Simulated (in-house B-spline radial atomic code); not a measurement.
Values are calculated unless marked as measured or tabulated.
Two electrons in Si: a Gaussian well −V exp(−r²/w²) with V = 49.1 meV and w = 19.9 nm

For Si the NSM archive of the Ioffe Institute lists m_l = 0.98 m0, m_t = 0.19 m0 and ε = 11.7; the model takes one isotropic valley with the conductivity mass 3/(1/m_l + 2/m_t) = 0.26 m0, and so misses anisotropy and the other valleys. All triplets below are those of one valley; with several valleys two electrons can form a triplet in the 1s orbital itself, at an energy set by the valley splitting.

Effective-mass model with parabolic bands, a uniform dielectric constant, no image charges, no central-cell or spin-orbit terms. Two-electron levels come from full CI in B-splines with partial waves to l = 5 (up to 0.001 effective hartree above the limit).

Problem. What are the effective units, and what is the potential in them?

Solution. Ha* = 27211.386 meV × 0.26/11.7² = 51.68 meV and a* = 0.0529177 nm × 11.7/0.26 = 2.381 nm. V = 0.95 Ha* and w = 8.35 a*.

In these units the lowest s and p orbitals lie at -0.716087 and -0.569836, and their Coulomb and exchange integrals are J_ss = 0.306804, J_sp = 0.250644 and K_sp = 0.04902. Full CI gives -1.182936 for the ground singlet, -1.100771 for the sp triplet, -1.043863 for the sp singlet and -0.983135 for the lowest triplet of two s orbitals.

Problem. What does it cost to add the second electron, to first order and exactly?

Solution. To first order E = 2ε_s + J_ss = -1.125371, so the charging energy E(2) − 2E(1) is J_ss = 15.86 meV. CI gives -1.182936 − 2 × (-0.716087) = 0.249238, or 12.88 meV: relaxation and correlation lower it by 2.975 meV, 18.8 % of J_ss. The s² configuration of one-electron orbitals holds 86.0 % of the state, and the mean radius is 8.29 nm. The second electron is bound by ε_s − E = 24.13 meV, against 37.01 meV for the first.

Problem. How far above the singlet do the triplets lie?

Solution. To first order the sp triplet lies at ε_s + ε_p + J_sp − K_sp = -1.084298, which is 2.123 meV above 2ε_s + J_ss. CI gives -1.100771 − (-1.182936) = 0.082165, or 4.247 meV, 56 % of the orbital spacing of 7.559 meV. The ss triplet lies 10.33 meV up, so the lower of the two is the sp one, and its gap equals k_BT at 49.3 K. The sp singlet-triplet splitting is 2.941 meV, against 2K_sp = 5.067 meV.
